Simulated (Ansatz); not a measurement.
Saddle point of CH₇ClGe, closed shell (CH₆Ge ([CH3][GeH3]) + HCl → CH₅ClGe ([CH3][GeH2][Cl]) + H₂; bonds formed: Ge1–Cl7, H2–H6; bonds broken: Ge1–H2, H6–Cl7), PBE0-D4/def2-TZVP structure:

| atom | x (Å) | y (Å) | z (Å) |
| --- | --- | --- | --- |
| Ge1 | -0.4664 | 0.0497 | -0.5957 |
| H2 | 0.9605 | 0.8319 | -1.4712 |
| H3 | -0.3426 | -0.8648 | -1.8502 |
| H4 | -1.7577 | 0.8494 | -0.7342 |
| C5 | 0.0000 | -0.9753 | 0.9718 |
| H6 | 0.9129 | 1.3930 | -0.8044 |
| Cl7 | 0.3933 | 2.2030 | 0.7048 |
| H8 | -0.3789 | -1.9936 | 0.8636 |
| H9 | -0.4076 | -0.4897 | 1.8555 |
| H10 | 1.0863 | -1.0037 | 1.0601 |

Energies are electronic, without zero-point energy. Barriers and step energies count from the start structure reached by relaxing down the imaginary mode; all methods use the PBE0-D4 structures, on which another method's saddle can fall below an end. Ansatz 0.2.0; basis: def2-TZVPP, with def2-QZVPP for the basis limit; cores frozen in the correlated methods. Filled d shells of the heavier atoms are correlated. The def2 sets are not built for correlating such inner shells, so the correlated values are less sure here. B3LYP uses VWN-RPA correlation. Extrapolation: Hartree–Fock as exp(−7.88 √X), correlation as X^−2.97.

```tsv
method	barrier (kcal/mol)	step energy (kcal/mol)
SPW92	28.97	-9.75
PBE-D4	32.33	-12.76
BLYP-D4	?	-13.36
r2SCAN-D4	34.38	-13.97
B97M-V	37.89	-12.45
PBE0-D4	35.55	-12.95
B3LYP-D4	37.07	-13.28
r2SCAN0-D4	36.66	-13.83
BHLYP-D4	40.31	-13.72
CAM-B3LYP-D4	?	-12.33
wB97X-V	39.50	-13.58
wB97M-V	38.33	-13.64
B2PLYP	39.38	-13.28
PBE-QIDH	?	-13.57
RPA on PBE	42.41	-12.16
HF	48.51	-14.09
MP2	40.07	-14.40
CCSD	43.53	-12.18
CCSD(T)	41.70	-12.53
```

(1) Fill in the withheld barriers. (An estimate is asked for; the value comes from the calculation.)

No T1 diagnostic of these runs exceeds 0.012.

Answers

(1) Computed: CAM-B3LYP-D4 39.67; BLYP-D4 34.49; PBE-QIDH 38.60 kcal/mol. Each is the energy of the saddle less that of the start structure, by the same method.

For comparison, the barrier by CCSD(T) at an estimated basis limit (MP2 extrapolated from triple and quadruple zeta, plus CCSD(T) − MP2 in triple zeta) is 39.57 kcal/mol.

Labels in which every atom is bracketed show which atoms are joined, not bond orders.

For scale, one of the runs: CCSD(T)/def2-TZVPP, 219 basis functions, launched by `ansatz run in.yaml --threads 4 --pin off --events-out ev --progress --plain --max-ram 9574MiB`. Time: 100 s of wall clock on 4 CPU threads of an Intel Xeon; the host was shared. Peak host memory: 3.2 GiB.
